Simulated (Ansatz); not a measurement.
Ansatz (a quantum-chemistry and plane-wave program) input (HF/def2-QZVPP):
A basis named .json is the Basis Set Exchange file of that set.

Ansatz 0.2 input:
```yaml
crystal:
  periodic: [false, false, false]
  atoms:
    - {symbol: B, position_ang: [-0.75292693, -0.03938241, -0.04068470]}
    - {symbol: N, position_ang: [0.69916731, -0.00104991, -0.01098677]}
    - {symbol: H, position_ang: [-1.23341142, -0.71105686, -0.90474779]}
    - {symbol: H, position_ang: [-1.20904296, 1.12392383, 0.06209953]}
    - {symbol: H, position_ang: [-1.19454407, -0.24121976, 1.11522353]}
    - {symbol: H, position_ang: [1.22013636, 0.53055227, 0.67094606]}
    - {symbol: H, position_ang: [1.28732554, -0.49793807, -0.66319044]}
basis:
  gaussian:
    orbitals: def2-QZVPP.json
hamiltonian:
  xc: hf
magnetization: {spin_polarized: true, initial_magnetization: 1}
```

Output:

```
Functional definition: HF
integrals: 0.10 GiB planned
800 factors; their error is unknown
mean field: 1.02 GiB planned
mean field evaluation 1: about -2229.2950 eV, gradient 2.2e1 eV
mean field evaluation 2: about -2231.0600 eV, gradient 1.2e1 eV
mean field evaluation 4: about -2231.6882 eV, gradient 1.2e0 eV
mean field evaluation 8: about -2231.7610 eV, gradient 1.7e-1 eV
mean field evaluation 16: about -2229.3064 eV, gradient 2.2e1 eV
mean field -2231.77262554 eV, -82.0161312388 hartree, gradient 1.9e-5 eV, S^2 0.790985; 0 other end points of the search recorded, 0 dependent functions left out
reference -2231.77262554 eV, -82.0161312388 hartree; 9, 8 occupied and 255, 256 virtual orbitals, 800 factors
Total energy: -2231.77262554 eV, -82.0161312388 hartree
```

It need not be the lowest isomer of its formula.
